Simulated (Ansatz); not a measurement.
One change: `C=C[Si](O)(O)O[SiH3]` becomes `O[Si](O)(F)O[SiH3]`.

Ansatz, PBE0-D4/def2-TZVP geometries, multiplicity 1. Each molecule was computed in one conformer, which needn't be the lowest.

```json
{"property": "size of the dipole moment (B3LYP/def2-TZVPP) / D", "`C=C[Si](O)(O)O[SiH3]`": "1.25"}
{"property": "LUMO energy (ωB97M-V/def2-TZVPP) / eV", "`C=C[Si](O)(O)O[SiH3]`": "1.60"}
{"property": "HOMO energy (ωB97M-V/def2-TZVPP) / eV", "`C=C[Si](O)(O)O[SiH3]`": "-10.33"}
{"property": "HOMO energy (B3LYP/def2-TZVPP) / eV", "`C=C[Si](O)(O)O[SiH3]`": "-7.79"}
{"property": "size of the dipole moment (ωB97M-V/def2-TZVPP) / D", "`C=C[Si](O)(O)O[SiH3]`": "1.26"}
{"property": "size of the dipole moment (PBE/def2-TZVPP) / D", "`C=C[Si](O)(O)O[SiH3]`": "1.18"}
```

Task: What does the change do to each property? (Best estimate.)

Result: Ansatz gave: 
```json
{"property": "size of the dipole moment (B3LYP/def2-TZVPP) / D", "`O[Si](O)(F)O[SiH3]`": "1.26", "shift": "0.01"}
{"property": "LUMO energy (ωB97M-V/def2-TZVPP) / eV", "`O[Si](O)(F)O[SiH3]`": "1.57", "shift": "-0.03"}
{"property": "HOMO energy (ωB97M-V/def2-TZVPP) / eV", "`O[Si](O)(F)O[SiH3]`": "-11.35", "shift": "-1.02"}
{"property": "HOMO energy (B3LYP/def2-TZVPP) / eV", "`O[Si](O)(F)O[SiH3]`": "-8.81", "shift": "-1.02"}
{"property": "size of the dipole moment (ωB97M-V/def2-TZVPP) / D", "`O[Si](O)(F)O[SiH3]`": "1.28", "shift": "0.02"}
{"property": "size of the dipole moment (PBE/def2-TZVPP) / D", "`O[Si](O)(F)O[SiH3]`": "1.27", "shift": "0.09"}
```

With PBE0 the HOMO falls by 0.98 eV and the LUMO rises by 0.43 eV, so the gap widens by about 1.41 eV. PBE moves the HOMO by -0.63 eV and ωB97M-V by -1.02 eV. Dipoles are sizes alone; their direction can turn.

B3LYP here is the variant with VWN-RPA as its local correlation; programs differ in this.
